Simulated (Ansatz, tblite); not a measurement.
Cost and result up the ladder for AgAu₂⁻ (the lowest singlet isomer of a short search) (3 atoms). The state is a singlet with charge -1. Geometry: PBE0-D4/def2-TZVPD.

```xyz
3

Au   -0.8613    1.6250   -1.8711
Au    0.8591   -1.6326    1.8654
Ag    0.0022    0.0076    0.0056
```

Ansatz on 4 threads of Arm Neoverse V2 on a shared host; xTB runs through tblite on one thread. Times are rough, summed over both states, and most runs start from the orbitals of an earlier one. B2PLYP/def2-TZVPD serves as the yardstick here, not as an exact answer. The other state is a triplet at its own geometry, which has other bonds, so the gap mixes isomer and spin.

In the def2 sets Ag, Au take a core potential; there is no spin–orbit coupling. The xTB rows come from tblite. B3LYP takes the VWN-RPA correlation. HSE06 is defined as in plane-wave codes, on full-range PBE exchange. Correlated methods freeze no core orbitals; core or outer-core shells of Au, Ag are correlated, in sets that lack core-valence functions. At PBE0-D4/def2-TZVPD a singlet of charge -1 lies 1.19 eV below the triplet, each at its own geometry. The structure comes from a short search, and lower isomers may exist.

Correlated methods converge slowly with the basis.

xTB has no spin-polarisation term.

```csv
level,functions,wall time
GFN1-xTB,27,0.005 s
GFN2-xTB,27,0.005 s
HF/def2-TZVPD,126,1.9 s
PBE-D4/def2-TZVPD,126,3.5 s
HSE06-D4/def2-TZVPD,126,4.6 s
B3LYP-D4/def2-TZVPD,126,4.6 s
PBE0-D4/def2-TZVPD,126,5.2 s
RPA@PBE/def2-TZVPD,126,7.4 s
B2PLYP/def2-TZVPD,126,7.6 s
r2SCAN-D4/def2-TZVPD,126,8 s
r2SCAN0-D4/def2-TZVPD (with forces),126,11 s
```

Estimate what each level gives for the triplet − singlet (eV).


```tsv
level	triplet − singlet (eV)	difference from B2PLYP/def2-TZVPD (eV)	remarks
GFN1-xTB	1.00	-0.38	–
GFN2-xTB	3.63	2.25	–
HF/def2-TZVPD	0.73	-0.65	–
PBE-D4/def2-TZVPD	1.26	-0.12	HOMO above zero (triplet)
HSE06-D4/def2-TZVPD	1.19	-0.19	HOMO above zero (triplet)
B3LYP-D4/def2-TZVPD	1.34	-0.04	–
PBE0-D4/def2-TZVPD	1.19	-0.19	–
RPA@PBE/def2-TZVPD	1.32	-0.06	–
B2PLYP/def2-TZVPD	1.38	0.00	–
r2SCAN-D4/def2-TZVPD	1.11	-0.27	HOMO above zero (triplet)
r2SCAN0-D4/def2-TZVPD (with forces)	1.09	-0.29	–
```
